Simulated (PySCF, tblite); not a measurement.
Isomers of C4H12OSi. Calculated harmonic vibrations of the isolated species, GFN2-xTB (tblite), most abundant isotopes, no scaling. Errors from tens to a few hundred cm⁻¹ against measured bands are possible. Modes of hydrogen on silicon can be 10 to 20 % off. One conformer each.

Electronic energies: PBE0/pcSseg-1 single points on the GFN2-xTB geometries (PySCF, gas phase).

| SMILES | electronic energy, lowest = 0 (kcal/mol) |
| --- | --- |
| CC(C)(C)[SiH2]O | 13.8 |
| CCCCO[SiH3] | 29.2 |
| CC(C)CO[SiH3] | 28.2 |
| COC[C@H](C)[SiH3] | 56.2 |
| CO[Si](C)(C)C | 0.0 |

Problem. How do GFN2-xTB zero-point energies change the relative energies?

Solution. 
```json
{"SMILES": "CO[Si](C)(C)C", "ZPE (kcal/mol)": "95.3", "of it from modes above 1550 cm⁻¹": "51.9", "electronic (kcal/mol)": "0.0", "with ZPE, lowest = 0 (kcal/mol)": "0.0", "lowest mode (cm⁻¹)": "68", "rings": "0"}
{"SMILES": "CC(C)(C)[SiH2]O", "ZPE (kcal/mol)": "94.3", "of it from modes above 1550 cm⁻¹": "50.5", "electronic (kcal/mol)": "13.8", "with ZPE, lowest = 0 (kcal/mol)": "12.8", "lowest mode (cm⁻¹)": "50", "rings": "0"}
{"SMILES": "CC(C)CO[SiH3]", "ZPE (kcal/mol)": "93.5", "of it from modes above 1550 cm⁻¹": "48.2", "electronic (kcal/mol)": "28.2", "with ZPE, lowest = 0 (kcal/mol)": "26.4", "lowest mode (cm⁻¹)": "28", "rings": "0"}
{"SMILES": "CCCCO[SiH3]", "ZPE (kcal/mol)": "93.8", "of it from modes above 1550 cm⁻¹": "48.1", "electronic (kcal/mol)": "29.2", "with ZPE, lowest = 0 (kcal/mol)": "27.7", "lowest mode (cm⁻¹)": "27", "rings": "0"}
{"SMILES": "COC[C@H](C)[SiH3]", "ZPE (kcal/mol)": "92.9", "of it from modes above 1550 cm⁻¹": "47.6", "electronic (kcal/mol)": "56.2", "with ZPE, lowest = 0 (kcal/mol)": "53.8", "lowest mode (cm⁻¹)": "68", "rings": "0"}
```

The zero-point energies span 2.4 kcal/mol, from `COC[C@H](C)[SiH3]` to `CO[Si](C)(C)C`. The order is unchanged.

Problem. And how do the electronic energies of GFN2-xTB itself compare?

Solution. `CO[Si](C)(C)C` 24.4; `CC(C)(C)[SiH2]O` 5.9; `CC(C)CO[SiH3]` 0.0; `CCCCO[SiH3]` 1.5; `COC[C@H](C)[SiH3]` 44.3 kcal/mol, lowest = 0. Against the energies above, taken from the same isomer `CO[Si](C)(C)C`, the largest difference is 52.6 kcal/mol.

Problem. What do entropy and thermal enthalpy add at 298.15 K and 1 bar (rigid rotor, harmonic oscillator, one conformer each)?

Solution. 
```
           SMILES  point group  symmetry number  S (cal/(mol K))  H − H(0) (kcal/mol)  ZPE + H − H(0) − TS (kcal/mol)
    CO[Si](C)(C)C           Cs                1            101.5                 7.47                            72.5
  CC(C)(C)[SiH2]O           C1                1             91.9                 6.52                            73.4
    CC(C)CO[SiH3]           C1                1             94.3                 6.41                            71.8
      CCCCO[SiH3]           C1                1             95.1                 6.37                            71.8
COC[C@H](C)[SiH3]           C1                1             91.5                 6.30                            71.9
```
